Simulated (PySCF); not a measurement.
Nd⁴⁷⁺: ionisation energy

Nd⁴⁷⁺ [Ne] 3s2 3p1 (2P) → Nd⁴⁸⁺ [Ne] 3s2 (1S), as a difference of total energies. Computed with PySCF 2.14 in an uncontracted even-tempered set (18 s from 9.6 bohr⁻², ratio 2.5; 12 p from 12 bohr⁻², ratio 2.5; 4 d from 50 bohr⁻², ratio 2.7; 4 f from 74 bohr⁻², ratio 2.7), with scalar relativity by spin-free X2C-1e. Correlated levels: outer shells: 1s2 frozen; virtual orbitals above 40 to 60 times the deepest correlated orbital energy dropped. The calculations carry no spin-orbit coupling.

```tsv
method	ionisation energy (eV)
UHF	3905.7
LDA	3907.5
PBE	3908.7
PBE0	3908.3
r2SCAN	3908.1
TPSSh	3908.6
BHandHLYP	3908.4
MP2 (outer shells)	3906.3
SCS-MP2 (outer shells)	3906.1
```

A first-order spin-orbit estimate (lowest level to lowest level, LS coupling) adds 85.470 eV.

Breit and QED terms and the two-electron picture change are absent.

First order in ζ underestimates the shift of j = l − 1/2 levels at high Z.

For comparison: 3997 ± 4 eV (theoretical estimate listed by NIST; NIST Atomic Spectra Database, ionization energies).
